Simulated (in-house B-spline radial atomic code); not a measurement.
A fraction x of an electron is added to 4f in neutral cerium, starting from [Xe] 4f1 5d1 6s2 and keeping the highest spin. Computed with an all-electron radial atomic-structure program (B-spline basis): scalar-relativistic (X2C) LDA PW92, spin-polarised, spherical fractional occupations, Fermi nucleus of rms radius 4.8771 fm.

```csv
x,E(x) - E(0) (eV),4f up level (eV)
0,0.0000,-5.985
0.1,-0.5361,-4.745
0.2,?,?
0.3,-1.2483,-2.411
0.4,?,?
0.5,-1.5158,-0.308
```

(1) What belongs in the row x = 0.2?

(2) What belongs in the row x = 0.4?

(3) Up to what added charge does this functional bind the extra electron?

Results:

(1) An energy change of -0.9506 eV; 4f up at -3.552 eV.

(2) An energy change of -1.4347 eV; 4f up at -1.327 eV.

(3) The highest level rises by about 5.6 eV per electron near x = 0.5 and would reach zero near x = 0.54, so a whole extra electron isn't bound at the basis-set limit.
